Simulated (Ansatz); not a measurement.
Cartesian coordinates (Å):
```xyz
6

Nb     0.0000     0.0000     0.0000
Cl    -1.3464    -1.6949     0.7443
Cl     1.8261    -1.4571    -0.0148
Cl     0.2621     0.3511    -2.2467
Cl     1.0844     1.3439     1.5025
Cl    -1.8262     1.4570     0.0148
```
Charge 0, multiplicity 1.

Method: frozen-core CCSD(T)/def2-TZVPP // PBE-D3(BJ)/def2-SVP in Ansatz (a quantum-chemistry and plane-wave program).

| Item | Value |
|---|---|
| HF energy | -2354.19148 Ha |
| MP2 correlation energy | -1.42937 Ha |

Problem. Estimate the CCSD correlation energy, the (T) correction, the total energy and the T1 diagnostic.

Solution. 
```
Quantity                          Value
-----------------------  --------------
CCSD correlation energy     -1.45852 Ha
(T) correction              -0.08516 Ha
CCSD(T) total energy     -2355.73515 Ha
T1 diagnostic                     0.022
```
